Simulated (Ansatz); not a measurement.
AlMe2(acac) (C₇H₁₃AlO₂). Total charge 0; singlet. Geometry PBE-D4/def2-SVP, basis def2-TZVP, Ansatz.

```tsv
run	HOMO (eV)	LUMO (eV)
A	-6.71	-1.93
B	-6.21	-2.34
C	-5.76	-2.67
D	-5.53	-2.80
```

The runs used PBE, PBE0, r2SCAN, r2SCANh. Estimate which is which.

A PBE0 (25 % exact exchange); B r2SCANh (10 % exact exchange); C r2SCAN (0 % exact exchange); D PBE (0 % exact exchange). Exact exchange lowers occupied and raises empty levels; among semilocal functionals meta-GGAs tend to open the gap a little, and such runs are hard to tell apart. The gap grows from 2.73 eV (PBE) to 4.78 eV (PBE0).
